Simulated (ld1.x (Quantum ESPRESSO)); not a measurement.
## Varying the PAW potential for cerium (Ce)

Base potential:

cerium (Ce), PAW, made with ld1.x (Quantum ESPRESSO) 7.5 (LDA (PZ), scalar-relativistic). Core [Kr] 4d10 4f1, reference 5s2 5p6 5d1 6s2 6p0. Waves: 5s (bound): rcut 2.55, rcutus 3.20 bohr; 6s (bound): rcut 2.55, rcutus 3.20 bohr; 5p (bound): rcut 2.30, rcutus 2.55 bohr; 6p (bound, empty): rcut 2.30, rcutus 2.55 bohr; 5d (bound): rcut 3.70, rcutus 4.45 bohr; 5d channel at 0.2 Ry: rcut 3.70, rcutus 4.45 bohr. Local part: all-electron potential smoothed inside 4.30 bohr (lloc = -1). Core correction: a·sin(br)/r model core, default radius (ld1.x builds one for every PAW set, though the input has nlcc=.false.). Augmentation charge: BESSEL, radius 2.15 bohr.

Cutoffs, loose and tight: the cutoffs (Ry, on a coarse ladder) from which the occupation-weighted sum of valence levels, in a spherical-Bessel basis at the reference potential, stays within 10 and 1 mRy of its value at 400 Ry. They do not see the model core or the augmentation charge, which bear on the density cutoff. Test errors are all-electron minus pseudo excitation energies from the reference, over the configurations 5s2 5p6 5d1 6s1 6p0; 5s2 5p6 5d1 6s0 6p0; 5s2 5p6 5d0 6s0 6p0; 5s2 5p6 5d2 6s0 6p0; 5s2 5p6 5d1 6s0 6p1; 5s2 5p6 5d2 6s1 6p0; 5s2 5p6 5d1 6s0 6p2 (two spin-polarised tests are not counted in the largest error). A dash means not determined; rows that change the core or the reference have their own tests.

Cutoffs are not given where the Bessel-basis levels miss the radial ones by over 6 mRy, ghosts where they miss by over 20 mRy; a channel whose overlap is not positive is not tested.

A file whose overlap is not positive is unfit for use, and its test errors describe a broken file.

| change | outcome | cutoff, loose | cutoff, tight | bound ghosts | largest test error (meV) |
| --- | --- | --- | --- | --- | --- |
| base | generated | 12 Ry | 21 Ry | none | test run stopped at test 1 of 9 (negative rho) |
| local potential all-electron potential smoothed inside 2.55 bohr (lloc = -1) | generated, overlap not positive | – | – | not determined (overlap not positive) | test run stopped at test 1 of 9 (negative rho) |
| functional BLYP | generated | 12 Ry | 21 Ry | none | test run stopped at test 1 of 7 (negative rho) |
| reference 5s2 5p6 5d1 6s1.75 6p0 | generated | 12 Ry | 21 Ry | none | test run stopped at test 2 of 9 (negative rho), 1 before it not solved |
| wave 5d channel at 0.2 Ry: rcut 3.70, rcutus 4.45 bohr becomes 5d channel at 0.16 Ry: rcut 3.70, rcutus 4.45 bohr | generated | 12 Ry | 21 Ry | none | test run stopped at test 1 of 9 (negative rho) |
| augmentation PSQ, inside the norm-conserving radii | generated | 12 Ry | 21 Ry | none | test run stopped at test 1 of 9 (negative rho) |
| local potential all-electron potential smoothed inside 3.32 bohr (lloc = -1) | generated, overlap not positive | – | – | not determined (overlap not positive) | test run stopped at test 1 of 9 (negative rho) |

What comes out with this change to the base: core [Xe], valence charge 4; reference 4f1 5d2 6s1 6p0; waves now 6s (bound): rcut 2.90, rcutus 4.05 bohr; 6s channel at 0.8 Ry: rcut 2.90, rcutus 4.05 bohr; 6p (bound): rcut 3.55, rcutus 4.75 bohr; 6p channel at 0.9 Ry: rcut 3.55, rcutus 4.75 bohr; 5d (bound): rcut 3.95, rcutus 4.20 bohr; 5d channel at 0.2 Ry: rcut 3.95, rcutus 4.20 bohr; 4f (bound): rcut 1.20, rcutus 1.45 bohr; 4f channel at 2.35 Ry: rcut 1.20, rcutus 1.45 bohr; local potential all-electron potential smoothed inside 4.05 bohr (lloc = -1); core correction a·sin(br)/r model core, default radius (core density twice the valence density); augmentation BESSEL, radius 1.25 bohr?

outcome: failed: run_pseudo: Errors in PS-KS equation. Cause: the pseudo-atom solver did not find the valence states with the expected number of nodes, which is the usual sign of a ghost state.

What comes out with this change to the base: type ultrasoft; local potential all-electron potential smoothed inside 4.20 bohr (lloc = -2); core correction none; augmentation built from norm-conserving waves at rcut, not smoothed further?

outcome: failed: chargeps: negative rho. Cause: the pseudo-density turned negative during the self-consistent test, most likely because a state had been found with a wrong node count and its wave set to zero before.

What comes out with this change to the base: waves 5p (bound): rcut 1.72, rcutus 1.82 bohr; 6p (bound): rcut 1.72, rcutus 1.82 bohr?

outcome: generated; cutoff, loose: 21 Ry; cutoff, tight: 30 Ry; bound ghosts: none; largest test error (meV): test run stopped at test 1 of 9 (negative rho).
